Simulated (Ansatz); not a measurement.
Steps of a relaxation of AlBFH5Si, SMILES `F[B]([AlH2])[SiH3]` with RKS PBE0-D4/def2-TZVP.

```sh
$ ansatz run in.yaml --threads 2 --pin off --events-out ev --progress --plain --max-ram 4352MiB
```

```yaml
crystal:
  periodic: [false, false, false]
  atoms:
    - {symbol: F, position_ang: [0.479497, -1.298552, -1.734751]}
    - {symbol: B, position_ang: [0.234551, -0.420031, -0.749593]}
    - {symbol: Al, position_ang: [0.455371, 1.718370, -1.049354]}
    - {symbol: Si, position_ang: [-0.387655, -1.172195, 1.065039]}
    - {symbol: H, position_ang: [1.876244, 2.443777, -0.834326]}
    - {symbol: H, position_ang: [-0.817725, 2.651839, -1.361898]}
    - {symbol: H, position_ang: [-1.889253, -1.007652, 1.145652]}
    - {symbol: H, position_ang: [-0.055240, -2.621534, 1.317534]}
    - {symbol: H, position_ang: [0.192509, -0.340523, 2.184698]}
basis:
  gaussian: {orbitals: def2-TZVP}
hamiltonian: {xc: pbe0, dispersion: d4}
relax: {f_tol: 0.005, max_steps: 150}
```

Positions (Å) and forces (eV/Å) along the path, 14 of 26 steps:

```xyz
9
step=1 energy=-17940.6364 eV
F     0.479   -1.299   -1.735   -0.091    0.334    0.358
B     0.235   -0.420   -0.750    0.052   -0.283   -0.215
Al    0.455    1.718   -1.049    0.024    0.211   -0.027
Si   -0.388   -1.172    1.065   -0.118   -0.116    0.225
H     1.876    2.444   -0.834   -0.185   -0.124   -0.028
H    -0.818    2.652   -1.362    0.160   -0.148    0.037
H    -1.889   -1.008    1.146    0.327   -0.024   -0.038
H    -0.055   -2.622    1.318   -0.063    0.311   -0.059
H     0.193   -0.341    2.185   -0.105   -0.160   -0.253
9
step=2 energy=-17940.6529 eV
F     0.473   -1.276   -1.720   -0.018    0.109    0.104
B     0.232   -0.409   -0.733    0.003   -0.155   -0.103
Al    0.455    1.722   -1.049   -0.003    0.026    0.034
Si   -0.389   -1.176    1.067   -0.011    0.016    0.051
H     1.870    2.424   -0.834   -0.026   -0.003   -0.018
H    -0.815    2.632   -1.364    0.030   -0.007   -0.009
H    -1.876   -1.007    1.136    0.079   -0.012    0.000
H    -0.056   -2.611    1.314   -0.019    0.077   -0.019
H     0.192   -0.345    2.167   -0.036   -0.051   -0.040
9
step=3 energy=-17940.6539 eV
F     0.480   -1.274   -1.719   -0.024    0.031    0.035
B     0.226   -0.413   -0.735    0.051   -0.027   -0.006
Al    0.452    1.720   -1.040   -0.015   -0.001   -0.025
Si   -0.389   -1.174    1.068   -0.008   -0.010   -0.018
H     1.865    2.424   -0.841    0.013    0.001    0.007
H    -0.808    2.634   -1.368   -0.011    0.012   -0.001
H    -1.870   -1.006    1.139   -0.017    0.001    0.004
H    -0.057   -2.605    1.309    0.002   -0.017    0.004
H     0.189   -0.352    2.170    0.009    0.010    0.000
9
step=5 energy=-17940.6543 eV
F     0.463   -1.270   -1.719    0.005    0.008    0.002
B     0.228   -0.410   -0.730   -0.006   -0.009    0.004
Al    0.453    1.723   -1.044   -0.004    0.001   -0.008
Si   -0.385   -1.178    1.071    0.001    0.004   -0.008
H     1.862    2.431   -0.822    0.004    0.000    0.001
H    -0.804    2.634   -1.399    0.000    0.000    0.001
H    -1.867   -1.006    1.145   -0.005    0.001    0.002
H    -0.059   -2.611    1.306    0.002   -0.006    0.000
H     0.198   -0.360    2.174    0.003    0.001    0.006
9
step=9 energy=-17940.6545 eV
F     0.499   -1.260   -1.703   -0.003    0.001    0.003
B     0.233   -0.404   -0.717    0.007   -0.007   -0.009
Al    0.442    1.729   -1.052   -0.002    0.002    0.009
Si   -0.387   -1.183    1.075   -0.003    0.000    0.010
H     1.845    2.447   -0.821   -0.002   -0.001   -0.001
H    -0.813    2.628   -1.439    0.000   -0.001   -0.001
H    -1.862   -0.967    1.171    0.006    0.000   -0.001
H    -0.102   -2.631    1.282   -0.002    0.011   -0.003
H     0.233   -0.404    2.187   -0.002   -0.004   -0.007
9
step=10 energy=-17940.6545 eV
F     0.516   -1.258   -1.699   -0.006    0.018    0.023
B     0.240   -0.404   -0.714    0.004   -0.023   -0.018
Al    0.437    1.730   -1.049    0.007    0.001   -0.012
Si   -0.387   -1.185    1.076   -0.003   -0.004    0.012
H     1.836    2.455   -0.819   -0.005    0.001    0.005
H    -0.820    2.619   -1.453   -0.002    0.000    0.005
H    -1.858   -0.943    1.178    0.014   -0.002   -0.001
H    -0.126   -2.639    1.274   -0.004    0.017   -0.003
H     0.251   -0.421    2.188   -0.005   -0.007   -0.011
9
step=11 energy=-17940.6546 eV
F     0.518   -1.261   -1.699   -0.004    0.015    0.024
B     0.242   -0.406   -0.715   -0.001   -0.020   -0.027
Al    0.437    1.728   -1.051    0.004    0.003    0.004
Si   -0.386   -1.184    1.075   -0.003   -0.004    0.013
H     1.832    2.458   -0.814   -0.003    0.000    0.000
H    -0.823    2.616   -1.452    0.000   -0.002    0.001
H    -1.856   -0.936    1.179    0.015   -0.001   -0.001
H    -0.132   -2.639    1.273   -0.003    0.016   -0.002
H     0.256   -0.423    2.187   -0.006   -0.008   -0.011
9
step=12 energy=-17940.6546 eV
F     0.529   -1.265   -1.698   -0.012    0.014    0.017
B     0.243   -0.408   -0.718    0.029   -0.019   -0.019
Al    0.435    1.726   -1.052   -0.012    0.005    0.009
Si   -0.386   -1.183    1.073   -0.017   -0.002    0.007
H     1.825    2.463   -0.806   -0.001   -0.004   -0.002
H    -0.829    2.608   -1.452    0.004    0.000   -0.003
H    -1.852   -0.919    1.181    0.014   -0.003    0.003
H    -0.146   -2.640    1.271   -0.001    0.013   -0.003
H     0.268   -0.429    2.183   -0.004   -0.005   -0.009
9
step=15 energy=-17940.6547 eV
F     0.552   -1.268   -1.695    0.000    0.006    0.005
B     0.255   -0.413   -0.718   -0.004   -0.003   -0.003
Al    0.427    1.724   -1.050    0.002    0.001   -0.004
Si   -0.385   -1.182    1.071   -0.007   -0.004    0.007
H     1.807    2.475   -0.790   -0.002    0.000    0.001
H    -0.841    2.592   -1.466    0.002   -0.001    0.000
H    -1.843   -0.878    1.192    0.013   -0.003   -0.001
H    -0.182   -2.646    1.262   -0.002    0.008   -0.001
H     0.297   -0.449    2.178   -0.002   -0.003   -0.004
9
step=16 energy=-17940.6548 eV
F     0.561   -1.268   -1.694    0.001    0.000   -0.001
B     0.257   -0.414   -0.718   -0.004    0.002    0.005
Al    0.424    1.723   -1.050    0.002    0.001   -0.005
Si   -0.385   -1.183    1.070   -0.005   -0.004    0.005
H     1.801    2.479   -0.785   -0.001    0.000    0.001
H    -0.844    2.588   -1.473    0.001    0.000    0.000
H    -1.839   -0.865    1.197    0.010   -0.002   -0.001
H    -0.195   -2.648    1.259   -0.001    0.006   -0.001
H     0.308   -0.458    2.176   -0.002   -0.003   -0.004
9
step=17 energy=-17940.6548 eV
F     0.574   -1.268   -1.690    0.002   -0.007   -0.006
B     0.261   -0.415   -0.717   -0.005    0.009    0.010
Al    0.420    1.723   -1.051    0.002    0.000   -0.002
Si   -0.385   -1.184    1.070   -0.001   -0.002    0.004
H     1.791    2.486   -0.777   -0.001    0.000    0.001
H    -0.849    2.580   -1.485    0.000    0.000   -0.001
H    -1.833   -0.845    1.205    0.007   -0.002    0.000
H    -0.215   -2.652    1.253   -0.001    0.006   -0.001
H     0.324   -0.473    2.175   -0.003   -0.004   -0.005
9
step=22 energy=-17940.6549 eV
F     0.600   -1.265   -1.677   -0.003    0.007    0.006
B     0.267   -0.412   -0.710    0.006   -0.007   -0.011
Al    0.410    1.725   -1.057   -0.004    0.005    0.002
Si   -0.383   -1.186    1.073   -0.005   -0.001    0.008
H     1.760    2.511   -0.744   -0.003   -0.002   -0.001
H    -0.855    2.560   -1.546    0.005   -0.003    0.000
H    -1.814   -0.793    1.241    0.007   -0.002    0.000
H    -0.269   -2.663    1.225   -0.001    0.006    0.000
H     0.372   -0.525    2.178   -0.003   -0.003   -0.005
9
step=23 energy=-17940.6549 eV
F     0.600   -1.264   -1.678   -0.002    0.005    0.005
B     0.267   -0.412   -0.710    0.004   -0.005   -0.007
Al    0.410    1.725   -1.057   -0.003    0.004    0.001
Si   -0.383   -1.186    1.073   -0.004   -0.001    0.006
H     1.759    2.511   -0.743   -0.002   -0.001    0.000
H    -0.855    2.560   -1.547    0.003   -0.002    0.001
H    -1.814   -0.792    1.242    0.005   -0.001    0.000
H    -0.270   -2.663    1.225    0.000    0.004    0.000
H     0.373   -0.526    2.178   -0.002   -0.002   -0.004
9
step=26 energy=-17940.6549 eV
F     0.615   -1.263   -1.674    0.000   -0.003   -0.001
B     0.270   -0.412   -0.709   -0.001    0.001    0.004
Al    0.402    1.725   -1.059    0.001    0.002   -0.001
Si   -0.381   -1.187    1.074    0.001    0.002    0.000
H     1.736    2.523   -0.713   -0.002   -0.001    0.000
H    -0.856    2.547   -1.587    0.001   -0.001    0.002
H    -1.799   -0.758    1.264    0.002   -0.001    0.000
H    -0.304   -2.668    1.213    0.000    0.003    0.000
H     0.405   -0.555    2.174   -0.003   -0.002   -0.003
```

Hardware: 2 threads of an Arm Neoverse V1 on a shared host. Wall time 95 s, peak host memory 0.36 GiB.
